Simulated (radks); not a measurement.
Spin polarisation of the 3p5 shell in the argon ion Ar+. Start: [Ne] 3s2 3p(up 2.5, down 2.5); electrons of 3p are moved from spin down to spin up, other shells keep equal spins. Calculated with a radial shooting solver on a logarithmic mesh with Libxc functionals: non-relativistic Kohn-Sham, PBE, spin-polarised, spherical densities, point nucleus.

moment (Bohr magnetons)  E - E(0) (eV)  e(3p up) (eV)  e(3p down) (eV)  3s down minus up (eV)
0                                0.000        -22.132          -22.132                 0.000
0.25                            -0.016        -22.260          -21.998                  0.282
0.5                             -0.065        -22.384          -21.860                  0.564
0.75                            -0.147        -22.503          -21.716                  0.847
1                               -0.262        -22.618          -21.567                  1.131

At moment 1 the spin-polarisation energy is -0.262 eV and the 3p exchange splitting 1.051 eV, that is 1.051 eV per Bohr magneton; E = -I m^2/4 would give I = 1.049 eV.
